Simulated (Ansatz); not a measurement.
`FC(F)(F)c1cnc(-c2cnc(-c3cnc(C(F)(F)F)s3)s2)s1`, relaxed as a singlet with RKS r2SCAN-D4/def2-SVP in Ansatz, starting from the GFN2-xTB geometry. Force threshold 0.03 eV/Å.

Start:

```xyz
26

F    -3.4933   -4.8213    3.8169
C    -2.9467   -4.9561    2.6018
F    -2.0823   -5.9820    2.6795
F    -3.9292   -5.3589    1.7786
C    -2.3029   -3.6941    2.1536
C    -2.2309   -2.5109    2.8385
N    -1.5877   -1.5274    2.1998
C    -1.1494   -1.8919    1.0370
C    -0.4304   -1.0456    0.1490
C     0.0772   -1.3377   -1.1024
N     0.7138   -0.3406   -1.7138
C     0.7343    0.7453   -0.9975
C     1.3546    1.9555   -1.4250
C     2.0136    2.1756   -2.6192
N     2.5085    3.4073   -2.7760
C     2.2663    4.1581   -1.7555
C     2.6972    5.5838   -1.6410
F     3.3641    6.0005   -2.7128
F     1.6496    6.4108   -1.4774
F     3.4937    5.7811   -0.5757
S     1.3777    3.3975   -0.4668
S    -0.0705    0.5972    0.5574
S    -1.5170   -3.5643    0.6223
H    -2.6428   -2.3327    3.8147
H    -0.0077   -2.2902   -1.5943
H     2.1403    1.4411   -3.3917
```

Question: Estimate the energy that the relaxation releases and the steps that it takes.

Answer: 2.9 kcal/mol, in 5 steps; 40 s on 2 threads of AMD EPYC 7R13 on a shared host and a share (18 GiB) of an NVIDIA H100 80GB HBM3. No frequencies were taken in this run, so the end may be a saddle point.

Question: Does the start keep its bonding and symmetry?

Answer: By distances, no bond broke or formed. The bond that changes most is C14–N15, from 1.34 to 1.36 Å (atoms count from 1). Point group Cs at the start, Cs at the end, both within 0.05 Å.

Question: Predict the relaxed structure.

Answer: 
Cartesian coordinates in Å:
```
F -3.509 -4.820 3.847
C -2.971 -4.984 2.630
F -2.093 -6.000 2.699
F -3.949 -5.373 1.794
C -2.322 -3.719 2.177
C -2.245 -2.524 2.857
N -1.593 -1.522 2.215
C -1.157 -1.914 1.039
C -0.428 -1.074 0.124
C 0.089 -1.352 -1.136
N 0.733 -0.341 -1.754
C 0.739 0.745 -1.007
C 1.364 1.978 -1.428
C 2.026 2.198 -2.630
N 2.533 3.444 -2.801
C 2.285 4.194 -1.767
C 2.713 5.634 -1.639
F 3.375 6.032 -2.717
F 1.646 6.435 -1.470
F 3.502 5.803 -0.564
S 1.395 3.428 -0.476
S -0.068 0.572 0.540
S -1.534 -3.587 0.645
H -2.669 -2.360 3.850
H -0.001 -2.324 -1.631
H 2.139 1.431 -3.398
```
Bond lengths: 7 × C–C 1.38 to 1.51 Å; 6 × C–F 1.33 to 1.34 Å; 6 × C–S 1.73 to 1.76 Å; 6 × C–N 1.30 to 1.36 Å; 3 × C–H 1.09 Å.
